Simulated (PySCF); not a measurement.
BBr₂H₂N, SMILES NB(Br)Br.

Coordinates come from a B3LYP-D3(BJ)/def2-SVP optimisation. Other conformers were not sampled.

Two levels are set side by side: PBE/def2-TZVP (PySCF) and HF/def2-TZVP (PySCF). Same geometry, gas phase. Differences are taken from unrounded values.

```
quantity                         HF    PBE  PBE minus HF
---------------------------  ------  -----  ------------
orbital gap (eV)              14.17   5.66         -8.51
highest occupied level (eV)  -11.04  -6.83          4.22
lowest empty level (eV)        3.13  -1.16         -4.29
dipole moment (D)              2.91   2.83         -0.08
mean polarisability (bohr³)    56.4   62.6           6.2
```

PBE's occupied levels lie high since its potential decays too fast outside the molecule; exact exchange lowers them and widens the gap. Loosely held outer electrons make PBE densities more polarisable. Differences between two approximate levels are no errors against the true value.

Rough cost on one machine, each run with all the roots and properties that it gave: HF against PBE within a factor of 2.
